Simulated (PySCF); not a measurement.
## Electron correlation in Xe (xenon, neutral)

[Xe], closed-shell 1S. All numbers are calculated (PySCF 2.14, scalar relativity through the core potential, in aug-cc-pVQZ-PP with one added diffuse shell each of s, p, d, f, g type with ECP28MDF (8s8p6d4f3g, 117 functions)). Frozen: 4s2 4p6 4d10; 8 electrons correlated.

MP2 pair energies summed by pair of shells (mhartree):

| pair | energy | share (%) |
| --- | --- | --- |
| 5p-5p | -121.58 | 71.1 |
| 5s-5p | -42.21 | 24.7 |
| 5s-5s | -7.16 | 4.2 |

Total MP2 correlation energy: -170.95 mhartree.

Same-spin part -38.52 and opposite-spin part -132.43 mhartree; SCS-MP2 scales them by 1/3 and 6/5 to -171.76 mhartree.
